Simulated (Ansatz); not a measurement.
Two isomers of CH5FSSi2: A = `F[Si]1([SiH3])CS1`, B = `F[Si]1(S)C[SiH2]1`.

Calculated with Ansatz (gas phase, PBE0-D4/def2-TZVP geometries, no zero-point term in ΔE). CCSD(T)/CBS is the MP2 limit (def2-TZVPP, def2-QZVPP) plus CCSD(T) − MP2 in def2-TZVPP, frozen cores. DFT in def2-TZVPP. B3LYP here is the variant with VWN-RPA as its local correlation; programs differ in this. Each species was taken in one conformer, which may not be the lowest.

A:

```xyz
10

F    -2.196   -0.125    0.489
Si   -0.713   -0.195   -0.102
Si    0.867   -0.259    1.599
C    -0.431    0.595   -1.731
S    -0.382   -1.276   -1.842
H     0.620    0.826    2.585
H     2.196   -0.075    0.965
H     0.803   -1.575    2.282
H    -1.280    1.021   -2.259
H     0.515    1.063   -1.986
```

B:

Z-matrix (Å, degrees):
```
Si
S 1 2.111
C 1 1.861 2 118.0
F 1 1.598 2 112.3 3 137.4
Si 1 2.233 2 120.1 3 -64.2
H 2 1.347 1 94.8 3 -66.3
H 3 1.088 1 119.3 2 4.3
H 3 1.090 1 116.9 2 143.4
H 5 1.482 1 122.4 2 -157.6
H 5 1.482 1 122.4 2 3.9
```

(1) Which isomer does CCSD(T)/CBS put lower? Give the gap. (Estimate.)

(2) Give E(B) − E(A) in kcal/mol with CCSD(T)/def2-TZVPP, B2PLYP, B3LYP, CCSD/def2-TZVPP, B3LYP-D4, r2SCAN-D4, ωB97M-V. (An estimate is asked.)

Largest T1 diagnostic: 0.013.

## Answers

(1) Ansatz gave: A, by 4.0 kcal/mol.

(2) Ansatz gave: CCSD(T)/def2-TZVPP 4.0, B2PLYP 4.5, B3LYP 4.5, CCSD/def2-TZVPP 4.0, B3LYP-D4 4.3, r2SCAN-D4 3.3, ωB97M-V 3.1. None reverses the order clearly.

In def2-TZVPP, CCSD(T) changes the Hartree–Fock value by −2.0 kcal/mol (the triples alone add +0.0 kcal/mol) and MP2 by −1.8 kcal/mol.
